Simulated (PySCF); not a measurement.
## How methods differ on the excitation energy of Ne+

Ne+ [He] 2s2 2p5 (2P) → Ne+ [He] 2s1 2p6 (2S), as a difference of total energies. Computed with PySCF 2.14 in def2-QZVPPD (8s5p4d2f1g, 66 functions), with no relativity, point nucleus. Correlated levels: valence: 1s2 frozen; valence and next inner shell: nothing frozen. The calculations carry no spin-orbit coupling.

Order these methods by the excitation energy they give, lowest first.
A. SCS-MP2 (valence)
B. PBE0
C. r2SCAN
D. UHF

B (201880 cm⁻¹), C (206380 cm⁻¹), A (220080 cm⁻¹), D (238320 cm⁻¹).

Errors of the correlated levels include the incompleteness of this basis and the frozen core.

For comparison: 216790 cm⁻¹ (measured; NIST levels, between the centres of gravity of the two terms).
